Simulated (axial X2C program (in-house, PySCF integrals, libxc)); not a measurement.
# Bond lengths and stretching modes, held linear, of HZrH⁺

Calculated with an in-house all-electron X2C program for linear molecules (integrals from PySCF): two-component X2C with atomic mean-field Coulomb and Gaunt terms, Gaussian nuclei, basis H dyall-v3z, Zr dyall-v3z with contracted cores. Spin-free rows use the one-electron spin-free X2C Hamiltonian.

Masses H 1.008, Zr 89.905, H 1.008 u. States: 2c Ω = 3/2 (beyond evenly filled blocks: ω = 3/2); spin-free M_S = 1/2, Λ = 2 (beyond evenly filled blocks: δ+α).

TPSSh, 2c: energies above the lowest point

```
r(H–Zr) (Å)  r(Zr–H) (Å)  E (meV)
     1.8613       1.8613    33.56
     1.8613       1.9090    15.01
     1.8613       1.9567    19.75
     1.9090       1.8613    15.01
     1.9090       1.9090     0.00
     1.9090       1.9567     7.99
     1.9090       2.0045    35.84
     1.9567       1.8613    19.75
     1.9567       1.9090     7.99
     1.9567       1.9567    18.94
     2.0045       1.9090    35.84
     2.0045       2.0045    82.55
```

Task: Fit a quadratic surface with cubic terms in each bond: where is the minimum, and what are the two stretching wavenumbers?

Result: At TPSSh, 2c: bonds 1.915 and 1.915 Å; harmonic stretches 1536.5 and 1735.5 cm⁻¹; force constants 1.58, 1.58 and coupling 0.21 mdyn/Å.

The other levels and Hamiltonians give:

| Hamiltonian | level | r(H–Zr) (Å) | r(Zr–H) (Å) | lower stretch (cm⁻¹) | upper stretch (cm⁻¹) |
| --- | --- | --- | --- | --- | --- |
| 2c | PBE0 | 1.912 | 1.912 | 1498.6 | 1734.9 |
| 2c | HF | 1.926 | 1.926 | 1545.1 | 1796.6 |
| 2c | MP2 | 1.904 | 1.904 | 1547.8 | 1792.9 |
| spin-free | PBE0 | 1.912 | 1.912 | 1500.1 | 1736.0 |
| spin-free | HF | 1.926 | 1.926 | 1546.9 | 1797.7 |
| spin-free | TPSSh | 1.915 | 1.915 | 1537.9 | 1736.7 |
| spin-free | MP2 | 1.904 | 1.904 | 1549.6 | 1794.1 |

Each state is one determinant, the lowest of a limited PBE0 search; the stretches come from a fit to these few points and carry an uncertainty of a few per cent. Other orders of the atoms were not compared. MP2 freezes inner shells (threshold -2 hartree). The molecule was held linear; bending was not examined, so a bent shape may lie lower. Note: functional without a current term on a determinant with orbital currents, of the molecule or an atom.
